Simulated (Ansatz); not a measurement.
System: HS$_{2}$, net charge -1, singlet state. 
Geometry from a B3LYP-D3(BJ)/def2-TZVP (Ansatz, a program for electronic structure) optimisation:
```xyz
3

S      0.9928    -0.4648     0.0070
S     -0.8838     0.4990    -0.0059
H     -1.7439    -0.5473    -0.0190
```
Charge -1, spin multiplicity 1.

Parts of the frozen-core correlation energy in cc-pV(D+d)Z (Ansatz, hartree). Frozen orbitals: 10; correlated occupied orbitals by spin: 7 and 7; virtual: 34 and 34. Spin-orbit coupling is left out. No relativistic terms.

```
term                            value
-------------------------  ----------
reference (HF)             -795.66213
MP2 opposite-spin            -0.19817
MP2 same-spin                     ___
CCSD correlation                  ___
(T)                               ___
CCSDT minus CCSD(T)          -0.00073
T1 diagnostic                   0.010
largest doubles amplitude       0.049
```

Question: What belongs in the gaps?

Answer: 
- MP2 same-spin, value: -0.06622
- CCSD correlation, value: -0.29579
- (T), value: -0.00806
